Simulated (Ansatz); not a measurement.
Relaxation of a periodic cell of 36 atoms, H6C2O (packed as 4 CH3CH2OH, density as packed 0.99 g/cm³ with natural masses), to a largest force component of 0.3 eV/Å in at most 15 steps.

The calculation used DFT r2SCAN-D3(BJ), scalar-relativistic, plane waves, PAW in Ansatz. Settings: cutoff 500 eV, k mesh 1x1x1, fermi-dirac smearing 0.05 eV, no spin polarisation.

```xyz
36
Lattice="6.7708 0.0000 0.0000 0.0000 6.7708 0.0000 0.0000 0.0000 6.7708" Properties=species:S:1:pos:R:3
C 3.618 0.057 5.691
C 4.211 0.585 4.405
O 3.178 0.551 3.421
H 3.551 0.888 2.590
H 4.580 1.610 4.551
H 5.066 -0.035 4.100
H 4.364 0.058 6.490
H 2.774 0.680 5.997
H 3.259 -0.964 5.546
C 0.530 2.801 4.253
C 0.760 3.101 2.789
O 2.171 3.121 2.581
H 2.328 3.313 1.642
H 0.282 2.332 2.165
H 0.310 4.069 2.526
H -0.539 2.771 4.478
H 0.970 1.835 4.510
H 0.999 3.570 4.870
C 4.746 3.112 0.841
C 4.415 4.587 0.801
O 5.074 5.195 1.911
H 4.866 6.144 1.893
H 4.756 5.026 -0.147
H 3.327 4.732 0.862
H 4.268 2.586 0.010
H 5.826 2.969 0.772
H 4.399 2.676 1.780
C 1.461 6.256 1.774
C 0.581 5.715 0.670
O 1.234 6.002 -0.566
H 0.676 5.658 -1.281
H 0.438 4.632 0.797
H -0.410 6.188 0.710
H 1.013 6.066 2.753
H 2.442 5.779 1.738
H 1.595 7.333 1.652
```

Problem. Where does it end, and by what steps?

Solution. It converged. The threshold is loose, so the end isn't yet a minimum. Limits of this set-up: coarse k mesh. After 14 steps the energy has fallen by 2.476 eV; H13 moved furthest, 1.35 Å.

```
step  energy less start (eV)  largest force component (eV/Å)  accepted
   0                  0.0000                           1.281       yes
   1                 -0.6315                           0.594       yes
   2                 -0.9700                           1.513       yes
   3                 -1.2129                           1.863       yes
   4                 -1.4377                           1.651       yes
   5                 -1.6192                           1.244       yes
   6                 -1.7893                           1.247       yes
   7                 -1.9129                           0.529       yes
   8                 -2.0047                           0.486       yes
   9                 -2.0663                           0.493       yes
  10                 -2.1251                           0.491       yes
  11                 -2.2094                           0.618       yes
  12                 -2.3131                           0.694       yes
  13                 -2.4154                           0.535       yes
  14                 -2.4763                           0.296       yes
```

```xyz
36
Lattice="6.7708 0.0000 0.0000 0.0000 6.7708 0.0000 0.0000 0.0000 6.7708" Properties=species:S:1:pos:R:3
C 4.261 0.061 5.143
C 4.698 0.816 3.911
O 3.870 0.486 2.799
H 3.124 1.118 2.818
H 4.656 1.899 4.075
H 5.729 0.564 3.644
H 4.910 0.287 5.984
H 3.236 0.317 5.415
H 4.296 -1.014 4.947
C 0.840 2.485 4.951
C 1.012 3.090 3.579
O 2.261 2.676 3.028
H 2.844 3.456 2.882
H 0.212 2.761 2.903
H 0.970 4.185 3.630
H -0.153 2.685 5.355
H 0.969 1.404 4.908
H 1.581 2.899 5.638
C 4.583 2.948 0.566
C 3.898 4.250 0.894
O 4.066 4.557 2.282
H 3.890 5.515 2.420
H 4.315 5.063 0.296
H 2.828 4.180 0.652
H 4.442 2.720 -0.495
H 5.655 3.003 0.774
H 4.168 2.118 1.141
C 1.296 6.885 1.110
C 0.239 5.940 0.598
O 0.444 5.750 -0.801
H -0.256 5.182 -1.132
H 0.295 4.977 1.123
H -0.753 6.362 0.797
H 1.234 6.954 2.196
H 2.293 6.534 0.847
H 1.169 7.887 0.699
```

Time of the run: 6.9 min on 1 thread of Arm Neoverse V1, on a shared host, peak memory 0.87 GiB.
